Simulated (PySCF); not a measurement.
Working out the ionisation energy of Ge⁺

Ge⁺ [Ar] 3d10 4s2 4p1 (2P) → Ge²⁺ [Ar] 3d10 4s2 (1S). Computed with PySCF 2.14 in aug-cc-pwCVTZ-PP with ECP10MDF (8s7p6d4f1g, 96 functions), with a scalar-relativistic core potential. Frozen: nothing. Energies in hartree (1 hartree = 27.21139 eV):

```csv
part,Ge⁺ (lower),Ge²⁺ (upper)
UHF,-293.081029,-292.520389
MP2 opposite-spin,-0.559527,-0.550700
MP2 same-spin,-0.263177,-0.257093
```

Question: What does Hartree-Fock give?

Answer: (-292.520389) − (-293.081029) = 0.560640 hartree = 15.256 eV.

Question: What do MP2 and SCS-MP2 (6/5 opposite-spin, 1/3 same-spin) give?

Answer: The opposite-spin parts differ by 0.240 eV and the same-spin parts by 0.166 eV. MP2: 15.256 + (0.240) + (0.166) = 15.662 eV. SCS-MP2: 15.256 + 1.2 × (0.240) + (0.166)/3 = 15.599 eV.

Measured between the centres of the two terms (NIST): 15.789 eV, so MP2 (valence and next inner shell) is off by -0.127 eV.

What remains against the reference includes basis incompleteness and correlation beyond second order.
